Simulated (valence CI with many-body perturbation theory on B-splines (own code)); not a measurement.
Forbidden lines of Ho17+

Calculated by configuration interaction combined with many-body perturbation theory (CI+MBPT): four valence electrons over a frozen Dirac-Fock core [Kr] 4d10, a basis of 8 s, 8 p, 9 d, 9 f, 6 g, 3 h, 2 i functions for each j, with the one-electron correlation potential Σ1 (screened to all orders), the two-electron term Σ2, the three-electron term Σ3, Breit, model QED; selected single and double excitations, second order for the rest (own B-spline code, finite nucleus).

No measured spectrum was set against this ion. As an estimate, terms of the open shell hold to a few per cent of their energy, and close levels can change places. Core correlation moves these levels by up to 3400 cm⁻¹, and in measured spectra 5 to 20 % of such shifts remained as error; rates that hang on mixing are uncertain with them. Only levels of the ground parity were solved; by the run's estimate the other parity begins above the list, which can be wrong where configurations are misplaced.

Lines 1 to 50 of 120 in falling wavelength, among levels below 10.778 eV, chosen from the decays that carry over 1 % of a level's rate. Wavelengths and rates use the calculated energies, so an error of 2000 cm⁻¹ moves a line at 60730 Å by 120 % and its rate by three times that or more. S is in atomic units (e²a₀⁴ for E2 and M2, e²a₀⁶ for E3), for M1 in squared Bohr magnetons. Weak lines are less certain than strong ones. Lines between different terms over intervals too small for the method are left out, as are lines whose strength nearly cancels. Where a level lies close to another of its J and parity, the split of strength between their lines is uncertain. Intervals below about 2000 cm⁻¹, as at the head of this list, are uncertain by tens of per cent.

Names give the largest LS component (configuration and term), which can be under half, so a name can repeat, a term be missing and a line seem to break the LS rules; names also repeat where a configuration has a term twice. Letters in brackets count levels of one name in rising energy.

```tsv
λ vac (Å)	Upper	Lower	Type	A (s⁻¹)	S (a.u.)
2.734e+05	4f⁴ ⁵F_2	4f⁴ ⁵F_1	M1	2.53e-03	9.56e+00
71100	4f⁴ ⁵G_3	4f⁴ ⁵G_2	M1	9.94e-02	9.27e+00
60730	4f⁴ ⁵S_2	4f⁴ ⁵F_3	M1	2.01e-02	8.36e-01
39190	4f⁴ ³L_8	4f⁴ ³L_7	M1	3.15e-01	1.20e+01
29800	4f⁴ ⁵F_3	4f⁴ ⁵F_2	M1	1.98e+00	1.36e+01
29530	4f⁴ ³P_1 [a]	4f⁴ ³D_2	M1	9.39e-01	2.69e+00
27460	4f⁴ ³K_8	4f⁴ ³K_7	M1	8.24e-01	1.08e+01
25240	4f⁴ ³P_0	4f⁴ ³P_1 [a]	M1	1.85e+00	1.10e+00
24560	4f⁴ ⁵G_2	4f⁴ ⁵S_2	M1	9.95e-02	2.73e-01
21130	4f⁴ ³H_6 [a]	4f⁴ ⁵G_6	M1	8.59e-01	3.90e+00
20730	4f⁴ ⁵I_8	4f⁴ ⁵I_7	M1	4.26e+00	2.39e+01
19990	4f⁴ ⁵S_2	4f⁴ ⁵F_2	M1	5.15e-01	7.62e-01
19800	4f⁴ ⁵I_7	4f⁴ ⁵I_6	M1	8.27e+00	3.57e+01
19100	4f⁴ ⁵I_6	4f⁴ ⁵I_5	M1	1.07e+01	3.58e+01
19090	4f⁴ ⁵I_5	4f⁴ ⁵I_4	M1	8.50e+00	2.41e+01
18630	4f⁴ ⁵S_2	4f⁴ ⁵F_1	M1	3.82e-01	4.58e-01
17800	4f⁴ ³H_6 [a]	4f⁴ ⁵G_5	M1	4.64e+00	1.26e+01
17630	4f⁴ ⁵F_5	4f⁴ ⁵F_4 [a]	M1	4.54e+00	1.02e+01
17540	4f⁴ ⁵G_5	4f⁴ ⁵G_4	M1	8.47e+00	1.86e+01
17490	4f⁴ ⁵F_4 [b]	4f⁴ ⁵F_4 [a]	M1	4.00e+00	7.13e+00
17490	4f⁴ ⁵G_2	4f⁴ ⁵F_3	M1	6.35e-01	6.30e-01
16110	4f⁴ ⁵G_3	4f⁴ ⁵F_4 [a]	M1	1.84e+00	2.00e+00
15320	4f⁴ ⁵G_5	4f⁴ ³H_5 [a]	M1	2.04e+00	2.99e+00
15070	4f⁴ ⁵F_4 [b]	4f⁴ ⁵F_3	M1	6.60e+00	7.53e+00
14720	4f⁴ ¹D_2 [a]	4f⁴ ³D_2	M1	8.34e-01	4.93e-01
14620	4f⁴ ³H_5 [a]	4f⁴ ⁵F_4 [b]	M1	8.83e+00	1.12e+01
14520	4f⁴ ³H_5 [a]	4f⁴ ⁵F_5	M1	3.10e+00	3.86e+00
14040	4f⁴ ⁵G_3	4f⁴ ⁵F_3	M1	4.57e-01	3.28e-01
13930	4f⁴ ⁵G_4	4f⁴ ⁵G_3	M1	1.45e+01	1.31e+01
13490	4f⁴ ⁵G_6	4f⁴ ³H_5 [a]	M1	7.44e+00	8.81e+00
13050	4f⁴ ⁵G_4	4f⁴ ⁵F_4 [b]	M1	2.72e+00	2.02e+00
12960	4f⁴ ³D_3	4f⁴ ³D_2	M1	5.50e+00	3.11e+00
12000	4f⁴ ³F_4 [a]	4f⁴ ³G_3 [a]	M1	7.47e+00	4.30e+00
11110	4f⁴ ³G_3 [a]	4f⁴ ⁵G_3	M1	1.05e+00	3.73e-01
11020	4f⁴ ⁵G_2	4f⁴ ⁵F_2	M1	1.42e+00	3.51e-01
10590	4f⁴ ⁵G_2	4f⁴ ⁵F_1	M1	2.01e+00	4.42e-01
10540	4f⁴ ³D_2	4f⁴ ⁵G_3	M1	1.86e+00	4.05e-01
10540	4f⁴ ³G_3 [a]	4f⁴ ⁵F_4 [b]	M1	5.15e-01	1.56e-01
9975	4f⁴ ³D_3	4f⁴ ⁵G_4	M1	1.34e+00	3.44e-01
9842	4f⁴ ³F_4 [a]	4f⁴ ⁵G_4	M1	2.30e+00	7.33e-01
9609	4f⁴ ³G_3 [a]	4f⁴ ⁵G_2	M1	2.22e+01	5.11e+00
9541	4f⁴ ⁵G_3	4f⁴ ⁵F_2	M1	4.23e+00	9.54e-01
9182	4f⁴ ³D_2	4f⁴ ⁵G_2	M1	3.97e+00	5.69e-01
9103	4f⁴ ³F_4 [a]	4f⁴ ³H_5 [a]	M1	4.10e+00	1.03e+00
8602	4f⁴ ³M_8	4f⁴ ³K_8	M1	1.83e+01	7.32e+00
8505	4f⁴ ³L_8	4f⁴ ³K_8	M1	6.91e+00	2.68e+00
7963	4f⁴ ³H_5 [a]	4f⁴ ⁵F_4 [a]	M1	2.92e+00	6.00e-01
7954	4f⁴ ³L_9	4f⁴ ³K_8	M1	1.96e+01	6.96e+00
7784	4f⁴ ³L_7	4f⁴ ³K_7	M1	1.61e+01	4.23e+00
7472	4f⁴ ⁵G_4	4f⁴ ⁵F_4 [a]	M1	7.35e+00	1.02e+00
```
